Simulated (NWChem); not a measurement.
System: AlGeH3Cl2; SMILES [Cl][Al]([GeH3])[Cl]

NWChem input:

```
start job
memory heap 200 mb stack 900 mb global 1100 mb
geometry units angstroms
  Al     0.416325    -0.372039     0.354672
  Cl     2.332648    -0.602516    -0.262237
  Cl    -0.256407    -1.202654     2.076561
  Ge    -1.104445     0.963811    -0.962519
  H     -1.989369     1.891681    -0.174381
  H     -0.475935     1.883365    -1.972959
  H     -2.113551     0.218888    -1.796767
end
basis spherical
  * library def2-svp
end
dft
  xc pbe0
  iterations 150
end
driver
  maxiter 120
end
task dft optimize
task dft freq
```

Parts of the log:

```
             Northwest Computational Chemistry Package (NWChem) 7.3.0
             --------------------------------------------------------

 C1  symmetry detected

                             Geometry "geometry" -> ""
                             -------------------------

 Output coordinates in angstroms (scale by  1.889725989 to convert to a.u.)

  No.       Tag          Charge          X              Y              Z
 ---- ---------------- ---------- -------------- -------------- --------------
    1 Al                  13.0000     0.00105934    -0.64594900    -0.01178594
    2 Cl                  17.0000     1.76151023    -1.64923711     0.00290560
    3 Cl                  17.0000    -1.77857605    -1.61552286     0.00290256
    4 Ge                  32.0000     0.00851657     1.76900698     0.00089390
    5 H                    1.0000    -0.99598571     2.40792022     0.92174121
    6 H                    1.0000     1.29789182     2.42687542     0.40870999
    7 H                    1.0000    -0.29808903     2.45523742    -1.30457755

 Effective nuclear repulsion energy (a.u.)     452.2591702341

                                Z-matrix (autoz)
                                --------

 Units are Angstrom for bonds and degrees for angles

[...]

      ----------------------
      Optimization converged
      ----------------------

  Step       Energy      Delta E   Gmax     Grms     Xrms     Xmax
  ---- ---------------- -------- -------- -------- -------- --------
@    7   -3240.47457117 -7.3D-08  0.00005  0.00001  0.00015  0.00034
                                     ok       ok       ok       ok

                                Z-matrix (autoz)
                                --------

 Units are Angstrom for bonds and degrees for angles

[...]

 Rotational Constants
 --------------------
 A=   0.073621 cm-1  (  0.105922 K)
 B=   0.034528 cm-1  (  0.049677 K)
 C=   0.023711 cm-1  (  0.034114 K)

 Temperature                      =   298.15K
 frequency scaling parameter      =   1.0000

 Zero-Point correction to Energy  =   16.649 kcal/mol  (  0.026532 au)
 Thermal correction to Energy     =   20.724 kcal/mol  (  0.033026 au)
 Thermal correction to Enthalpy   =   21.317 kcal/mol  (  0.033970 au)

 Total Entropy                    =   85.238 cal/mol-K
   - Translational                =   41.348 cal/mol-K (mol. weight = 173.8646)
   - Rotational                   =   29.658 cal/mol-K (symmetry #  =        1)
   - Vibrational                  =   14.231 cal/mol-K

 Cv (constant volume heat capacity) =   20.227 cal/mol-K
   - Translational                  =    2.979 cal/mol-K
   - Rotational                     =    2.979 cal/mol-K
   - Vibrational                    =   14.268 cal/mol-K

[normal modes left out]

 ----------------------------------------------------------------------------
 Normal Eigenvalue ||           Projected Infra Red Intensities
  Mode   [cm**-1]  || [atomic units] [(debye/angs)**2] [(KM/mol)] [arbitrary]
 ------ ---------- || -------------- ----------------- ---------- -----------
    1      -21.761 ||    0.000062           0.001         0.060       0.016
    2       -0.000 ||    0.000019           0.000         0.018       0.005
    3        0.000 ||    0.000063           0.001         0.061       0.017
    4        0.000 ||    0.000064           0.001         0.063       0.017
    5        0.000 ||    0.000055           0.001         0.054       0.015
    6        0.000 ||    0.000068           0.002         0.067       0.018
    7        0.000 ||    0.000060           0.001         0.059       0.016
    8       84.308 ||    0.002145           0.049         2.091       0.565
    9      128.113 ||    0.010658           0.246        10.390       2.807
   10      155.859 ||    0.021916           0.506        21.364       5.772
   11      270.398 ||    0.000085           0.002         0.083       0.022
   12      422.806 ||    0.000930           0.021         0.906       0.245
   13      429.385 ||    0.011275           0.260        10.992       2.970
   14      534.755 ||    0.128645           2.968       125.409      33.881
   15      605.486 ||    0.126191           2.911       123.017      33.234
   16      783.493 ||    0.183079           4.224       178.475      48.217
   17      882.696 ||    0.032002           0.738        31.197       8.428
   18      882.994 ||    0.035754           0.825        34.854       9.416
   19     2148.433 ||    0.066545           1.535        64.871      17.526
   20     2157.758 ||    0.082990           1.915        80.902      21.857
   21     2165.313 ||    0.094763           2.186        92.380      24.957
 ----------------------------------------------------------------------------

 ===============================================================================
      Negative Nuclear Hessian Mode    1  Eigenvalue =    -21.76 cm**(-1)
 -------------------------------------------------------------------------------
   Raw step length:  0.516 angstroms ;  The Raw step for this mode is:
    1 Al                  13.0000     0.00509353    -0.00000125    -0.00367885
    2 Cl                  17.0000     0.00135467    -0.00579069     0.01137194
    3 Cl                  17.0000     0.00142635     0.00584954    -0.00933698
    4 Ge                  32.0000    -0.00271902    -0.00002554     0.00012442
    5 H                    1.0000     0.19175168    -0.01467431     0.22365896
    6 H                    1.0000     0.07701677     0.00982160    -0.27693156
    7 H                    1.0000    -0.30219210     0.00471751     0.07202913

  Geometry after  100.0% step for mode  1; Step length =  0.516 angstroms
   Maximum component (any atom: x,y, or z) displacement:  0.571
    1 Al                  13.0000     0.00801270    -0.58211613     0.00086348
    2 Cl                  17.0000     1.77638528    -1.71645539     0.00006602
    3 Cl                  17.0000    -1.79236355    -1.66587057    -0.02584523
    4 Ge                  32.0000     0.00584517     1.87198381     0.01697211
    5 H                    1.0000    -0.86736989     2.39725597     1.20878869
    6 H                    1.0000     1.45925068     2.43461716     0.15644631
    7 H                    1.0000    -0.62170133     2.40881308    -1.31926455

  Geometry after -100.0% step for mode  1; Step length =  0.516 angstroms
   Maximum component (any atom: x,y, or z) displacement:  0.571
    1 Al                  13.0000    -0.00217435    -0.58211363     0.00822119
    2 Cl                  17.0000     1.77367594    -1.70487402    -0.02267786
    3 Cl                  17.0000    -1.79521625    -1.67756966    -0.00717127
    4 Ge                  32.0000     0.01128321     1.87203490     0.01672326
    5 H                    1.0000    -1.25087325     2.42660458     0.76147077
    6 H                    1.0000     1.30521713     2.41497397     0.71030944
    7 H                    1.0000    -0.01731714     2.39937807    -1.46332282

  Geometry after   50.0% step for mode  1; Step length =  0.258 angstroms
   Maximum component (any atom: x,y, or z) displacement:  0.286
    1 Al                  13.0000     0.00546594    -0.58211550     0.00270291
    2 Cl                  17.0000     1.77570794    -1.71356005    -0.00561995
    3 Cl                  17.0000    -1.79307673    -1.66879535    -0.02117674
    4 Ge                  32.0000     0.00720468     1.87199658     0.01690990
    5 H                    1.0000    -0.96324573     2.40459312     1.09695921
    6 H                    1.0000     1.42074229     2.42970637     0.29491209
    7 H                    1.0000    -0.47060528     2.40645433    -1.35527912

  Geometry after  -50.0% step for mode  1; Step length =  0.258 angstroms
   Maximum component (any atom: x,y, or z) displacement:  0.286
    1 Al                  13.0000     0.00037241    -0.58211426     0.00638177
    2 Cl                  17.0000     1.77435327    -1.70776936    -0.01699189
    3 Cl                  17.0000    -1.79450308    -1.67464489    -0.01183976
    4 Ge                  32.0000     0.00992370     1.87202213     0.01678547
    5 H                    1.0000    -1.15499741     2.41926743     0.87330025
    6 H                    1.0000     1.34372552     2.41988477     0.57184366
    7 H                    1.0000    -0.16841319     2.40173682    -1.42730825

  Geometry after   35.0% step for mode  1; Step length =  0.181 angstroms
   Maximum component (any atom: x,y, or z) displacement:  0.200
    1 Al                  13.0000     0.00470306    -0.58211532     0.00325391
    2 Cl                  17.0000     1.77550505    -1.71269275    -0.00732317
    3 Cl                  17.0000    -1.79329036    -1.66967146    -0.01977830
    4 Ge                  32.0000     0.00761192     1.87200041     0.01689126
    5 H                    1.0000    -0.99196520     2.40679096     1.06346086
    6 H                    1.0000     1.40920716     2.42823534     0.33638931
    7 H                    1.0000    -0.42534469     2.40574777    -1.36606723

  Geometry after  -35.0% step for mode  1; Step length =  0.181 angstroms
   Maximum component (any atom: x,y, or z) displacement:  0.200
    1 Al                  13.0000     0.00113529    -0.58211444     0.00583077
    2 Cl                  17.0000     1.77455617    -1.70863666    -0.01528867
    3 Cl                  17.0000    -1.79428945    -1.67376878    -0.01323820
    4 Ge                  32.0000     0.00951646     1.87201830     0.01680411
    5 H                    1.0000    -1.12627794     2.41706960     0.90679861
    6 H                    1.0000     1.35526065     2.42135579     0.53036644
    7 H                    1.0000    -0.21367379     2.40244338    -1.41652014

  Geometry after   17.5% step for mode  1; Step length =  0.090 angstroms
   Maximum component (any atom: x,y, or z) displacement:  0.100
    1 Al                  13.0000     0.00381112    -0.58211510     0.00389812
    2 Cl                  17.0000     1.77526783    -1.71167873    -0.00931455
    3 Cl                  17.0000    -1.79354013    -1.67069579    -0.01814327
    4 Ge                  32.0000     0.00808806     1.87200488     0.01686947
    5 H                    1.0000    -1.02554338     2.40936062     1.02429529
    6 H                    1.0000     1.39572054     2.42651545     0.38488360
    7 H                    1.0000    -0.37242696     2.40492167    -1.37868046

  Geometry after  -17.5% step for mode  1; Step length =  0.090 angstroms
   Maximum component (any atom: x,y, or z) displacement:  0.100
    1 Al                  13.0000     0.00202723    -0.58211466     0.00518655
    2 Cl                  17.0000     1.77479339    -1.70965068    -0.01329729
    3 Cl                  17.0000    -1.79403967    -1.67274445    -0.01487322
    4 Ge                  32.0000     0.00904033     1.87201383     0.01682590
    5 H                    1.0000    -1.09269976     2.41449994     0.94596417
    6 H                    1.0000     1.36874728     2.42307568     0.48187216
    7 H                    1.0000    -0.26659151     2.40326948    -1.40390691
```

Level: PBE0/def2-SVP.
